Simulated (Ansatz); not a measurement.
# Energy profile

The step: TiF₄ ([F][Ti]([F])([F])[F]) + HCl → TiClF₃ ([F][Ti]([F])([F])[Cl]) + HF; bonds formed: Ti1–Cl7, F2–H6; bonds broken: Ti1–F2, H6–Cl7 (atoms numbered as in the saddle structure below).

Ti1  (-0.453, -0.311, 0.037)
F2  (1.499, -0.441, -0.204)
F3  (-0.486, -2.046, -0.042)
F4  (-1.515, 0.122, -1.255)
F5  (-1.201, -0.018, 1.567)
H6  (1.511, 0.727, -0.140)
Cl7  (0.644, 1.966, 0.037)
(Å)

Electronic energies by CCSD(T) at an estimated basis limit (MP2 extrapolated from triple and quadruple zeta, plus CCSD(T) − MP2 in triple zeta), on PBE0-D4/def2-TZVP structures; TiHClF4, singlet; no counterpoise correction. Program: Ansatz 0.2.0. Basis: def2-TZVPP and def2-QZVPP. Cores are frozen in the correlated methods. Extrapolation: Hartree–Fock as exp(−7.88 √X), correlation as X^−2.97.

(1) Give the profile in eV, counted from the separated reactants. (Judge from chemistry; the value comes from the calculation.)

No T1 diagnostic of these runs exceeds 0.024.

Answers

(1) The calculation gives:
```
                                                                                                    point      eV
  separated: TiF4 (linked as [F][Ti]([F])([F])[F]; Ti1, F2, F3, F4, F5; singlet) + HCl (H6, Cl7; singlet)   0.000
                                                                                          start structure  -0.140
                                                                                                   saddle   0.500
                                                                                            end structure  -0.046
separated: TiClF3 (linked as [F][Ti]([F])([F])[Cl]; Ti1, F3, F4, F5, Cl7; singlet) + HF (F2, H6; singlet)   0.158
```

For scale, one of the runs: CCSD(T)/def2-TZVPP, 244 basis functions, launched by `ansatz run in.yaml --threads 8 --pin off --events-out ev --progress --plain --max-ram 19148MiB`. Time: 3.5 min of wall clock on 8 CPU threads of an Arm Neoverse V2; the host was shared. Peak host memory: 5.8 GiB.
